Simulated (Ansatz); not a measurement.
GeFCl3 (GeCl₃F) was relaxed with PBE0-D4 (def2-SVP) in Ansatz in these states: charge +1 doublet, neutral singlet. The geometries follow in no particular order.

A:

```csv
atom,x (Å),y (Å),z (Å)
Ge1,-0.028,0.034,0.017
F2,-1.037,1.273,0.645
Cl3,1.130,-0.733,1.613
Cl4,1.207,0.892,-1.471
Cl5,-1.272,-1.466,-0.804
```

B:

```
atom   x (Å)   y (Å)   z (Å)
 Ge1   0.280  -0.058  -0.028
  F2   1.428   1.153  -0.278
 Cl3  -1.173   0.584   1.485
 Cl4   0.957  -1.999   0.083
 Cl5  -1.492   0.320  -1.262
```

**Question.** Judge from the bond lengths which geometry belongs to which state (an estimate).

**Answer.** A is the neutral singlet (Ge1–Cl3 2.116 Å, Ge1–Cl5 2.116 Å, Ge1–Cl4 2.116 Å); B is the charge +1 doublet (Ge1–Cl3 2.193 Å, Ge1–Cl5 2.192 Å, Ge1–Cl4 2.058 Å).
